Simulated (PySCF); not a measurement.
Isomers of C3H4S3. Isolated molecules, 0 K electronic values unless said otherwise. One relaxed conformer stands for each flexible species; it need not be the lowest. Strings in code marks are SMILES.

Calculation: PBE-D3(BJ)/def2-TZVP (PySCF). All candidates: neutral, multiplicity 1. Excitations are Tamm–Dancoff values on a coarser integration grid. The basis has no diffuse functions, so Rydberg states are missing or too high.

| Quantity | Value |
|---|---|
| LUMO | -2.89 eV |
| T1 excitation (TDA) | 2.29 eV |
| S1 excitation (TDA) | 2.68 eV |

Which member has these values?
(A) `S=C1CS[C@@H]1S` (S–C–S–H torsion 87°)
(B) `S=CCSC=S`
(C) `S=C(S)/C=C/S`
(D) `S=C1C[C@@H](S)S1` (S–C–S–H torsion 58°)

D, `S=C1C[C@@H](S)S1` (S–C–S–H torsion 58°). The others give `S=CCSC=S`: -3.74 eV, 1.68 eV, 1.85 eV; `S=C(S)/C=C/S`: -3.32 eV, 1.71 eV, 2.07 eV; `S=C1CS[C@@H]1S` (S–C–S–H torsion 87°): -3.29 eV, 2.09 eV, 2.54 eV
